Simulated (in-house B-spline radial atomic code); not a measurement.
RPA and G0W0 for the bismuth ion Bi³⁺, [Xe] 4f14 5d10 6s2, as one setting changes: the radius of a hard wall (bohr). Start: PBE0. A dash marks a level of low quasi-particle weight. Computed with an all-electron radial atomic-structure program (B-spline basis): all electrons, scalar-relativistic (spin-free one-electron X2C), finite nucleus, each spin shell either full or empty, empty states to l = 9 with an (l + 1/2)⁻⁴ tail; G0W0 by contour deformation at full frequency.

Without the two-electron picture change, the correlation of inner shells comes somewhat too large for so heavy an element.

```tsv
radius of a hard wall (bohr)	mean-field level (eV)	G0W0 level (eV)	RPA correlation (Eh)
2	32.78	6s 26.518	-7.3134
2.5	-16.902	6s -22.483	-7.2458
3	-32.54	6s -37.66	-7.2167
3.5	?	?	?
4	-39.88	6s -44.44	-7.1882
5	-40.81	6s -45.18	-7.1794
6	-40.92	6s -45.23	-7.177
8	?	?	?
12	-40.93	6s -45.23	-7.1735
```

What belongs in the row for 8?

mean-field level (eV): -40.93; G0W0 level (eV): 6s -45.24; RPA correlation (Eh): -7.1751.

What belongs in the row for 3.5?

mean-field level (eV): -37.94; G0W0 level (eV): 6s -42.72; RPA correlation (Eh): -7.199.
